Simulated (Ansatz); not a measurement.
Cost and result for the atomization energy of `O[SiH][Si](O)(F)F` radical (9 atoms, 8 bonds).

Cartesian coordinates in Å:
```
O 1.2441 -0.4483 1.8917
Si 1.4175 0.4392 0.5092
Si -0.4340 0.1477 -0.8769
O -1.7028 0.1634 0.1419
F -0.5414 1.3244 -1.9412
F -0.4957 -1.1767 -1.7608
H 0.3771 -0.4216 2.3037
H 2.7148 0.0343 -0.0920
H -2.5798 -0.0624 -0.1756
```

The species carries charge 0 and has multiplicity 2. The structure was optimised at the PBE0-D4/def2-TZVP level. It is one conformer, not always the lowest. Program: Ansatz. Hardware: A = 2 threads of an AMD EPYC 7R13 on a shared host; B = 2 threads of an AMD EPYC 7R13 on a shared host and a share of an NVIDIA H100 80 GB. Times are those of one run each, without the atoms' runs, and a repeat can differ threefold. Electronic energies, without spin–orbit coupling; frozen cores. CCSD(T)/CBS adds CCSD(T) − MP2 in def2-TZVPP to the MP2 limit, and its time is that of the two runs behind it. T1 = 0.014; ⟨S²⟩ of the reference is 0.76. B3LYP takes the VWN-RPA correlation (the form of Gaussian; ORCA's B3LYP/G).

CCSD(T)/CBS is a level of theory with its own doubt, some kJ/mol a heavy atom from the limit and from the frozen cores, so smaller differences don't rank the functionals.

```json
{"level": "r2SCAN-D4/def2-TZVPP (with forces) [A]", "functions": "250", "atomization (kJ/mol)": "3536.5", "difference from CCSD(T)/CBS": "-2.9", "per bond": "-0.4"}
{"level": "MP2/def2-QZVPP [B]", "functions": "458", "atomization (kJ/mol)": "3622.4", "difference from CCSD(T)/CBS": "83.0", "per bond": "10.4"}
{"level": "B3LYP-D4/def2-TZVPP (with forces) [A]", "functions": "250", "atomization (kJ/mol)": "3491.1", "difference from CCSD(T)/CBS": "-48.3", "per bond": "-6.0"}
{"level": "ωB97X-V/def2-TZVPP [A]", "functions": "250", "atomization (kJ/mol)": "3526.4", "difference from CCSD(T)/CBS": "-13.0", "per bond": "-1.6"}
{"level": "B2PLYP/def2-TZVPP [A]", "functions": "250", "atomization (kJ/mol)": "3471.9", "difference from CCSD(T)/CBS": "-67.5", "per bond": "-8.4"}
{"level": "ωB97M-V/def2-TZVPP (with forces) [A]", "functions": "250", "atomization (kJ/mol)": "3517.1", "difference from CCSD(T)/CBS": "-22.3", "per bond": "-2.8"}
{"level": "CCSD(T)/CBS(def2)", "functions": "–", "atomization (kJ/mol)": "3539.4", "difference from CCSD(T)/CBS": "0.0", "per bond": "0.0"}
{"level": "CCSD(T)/def2-TZVPP [B]", "functions": "250", "atomization (kJ/mol)": "3415.5", "difference from CCSD(T)/CBS": "-123.9", "per bond": "-15.5"}
{"level": "PBE-D4/def2-TZVPP (with forces) [A]", "functions": "250", "atomization (kJ/mol)": "3569.3", "difference from CCSD(T)/CBS": "29.9", "per bond": "3.7"}
{"level": "PBE0-D4/def2-TZVPP [A]", "functions": "250", "atomization (kJ/mol)": "3470.7", "difference from CCSD(T)/CBS": "-68.7", "per bond": "-8.6"}
```

(1) Order the runs by time, with rough figures. (An estimate is asked.)

## Answers

(1) Ansatz gave: PBE-D4/def2-TZVPP (with forces) [A] 9 s; PBE0-D4/def2-TZVPP [A] 13 s; r2SCAN-D4/def2-TZVPP (with forces) [A] 14 s; MP2/def2-QZVPP [B] 16 s; B3LYP-D4/def2-TZVPP (with forces) [A] 17 s; B2PLYP/def2-TZVPP [A] 18 s; CCSD(T)/def2-TZVPP [B] 21 s; ωB97X-V/def2-TZVPP [A] 26 s; ωB97M-V/def2-TZVPP (with forces) [A] 36 s; CCSD(T)/CBS(def2) 36 s.

From PBE to PBE0 (25 % exact exchange), in def2-TZVPP and without D4, the atomization energy moves by −95.3 kJ/mol: exact exchange takes away binding that semilocal exchange gives to molecules. The D4 term adds +36.0 kJ/mol with B3LYP and +18.8 kJ/mol with PBE0; it sums over pairs of atoms, weighted by their polarisabilities, and B3LYP, whose exchange is more repulsive, gets the larger term. In def2-TZVPP, CCSD(T) changes the Hartree–Fock value by +902.5 kJ/mol (the triples alone add +58.2 kJ/mol) and MP2 by +1033.3 kJ/mol; breaking electron pairs costs correlation energy, which Hartree–Fock lacks.
